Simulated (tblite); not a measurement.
Compound: C4H13GeNSi.
Cartesian coordinates in Å at the GFN2-xTB level; atoms count from 1:
```
atom  x, y, z in Å
C1    -2.5616   -1.3658    0.2510
C2    -1.9493   -0.8263   -0.7886
C3    -1.6183    0.6153   -0.9240
Si4    0.2674    0.9108   -0.6786
C5     0.5350    2.0780    0.7978
Ge6    1.3880   -1.1188   -0.2959
N7     3.0814   -0.6884    0.2396
H8    -2.7612   -2.4216    0.3112
H9    -2.9048   -0.7663    1.0788
H10   -1.6232   -1.4561   -1.6082
H11   -2.1793    1.1976   -0.1936
H12   -1.9033    0.9662   -1.9156
H13    0.7929    1.5691   -1.8948
H14    0.0823    3.0525    0.6391
H15    0.1119    1.6559    1.7057
H16    1.5966    2.2253    0.9726
H17    1.4300   -2.0982   -1.4757
H18    0.9191   -2.0014    0.8376
H19    3.5965   -0.0635   -0.3645
H20    3.6944   -1.4535    0.4837
```

Method: GFN2-xTB as coded in tblite; computed harmonic values from a numerical Hessian at the method's own geometry, unscaled. Errors from tens to a few hundred cm⁻¹ against measured bands are possible. Modes of hydrogen on germanium and silicon can be 10 to 20 % off. One conformer, not necessarily the lowest. The optimisation stopped once no atom felt more than 0.01 eV/Å.

Lowest wavenumbers of the output (negative numbers stand for imaginary wavenumbers):
```
mode    cm-1
  1     -40.8
  2      30.4
  3      56.1
  4      88.8
  5     121.1
  6     124.5
  7     145.3
  8     182.7
```

Is this structure a minimum?

Not by this Hessian. 1 mode is imaginary beyond 20i (41i cm⁻¹), so at this level the point lies at or near a first-order saddle. The curvature is small, so loose convergence or finite differences may be the whole cause.

Which atoms move in the imaginary mode?

41i: C1 (terminal =CH2 carbon) 26 %, C5 (Si-methyl carbon) 15 %, C3 (sp3 carbon bound to silicon) 11 %. These are shares of the mass-weighted motion.

What is the remedy?

Step along that mode in both directions, optimise again with tighter thresholds and repeat the frequencies. The zero-point energy of this point (96.0 kcal/mol) counts the 53 real modes alone, and thermal corrections from it aren't those of a minimum.

On one thread, Arm Neoverse N1 (aarch64) (shared host), this took 1.6 s wall. The figure is for the frequency step alone.
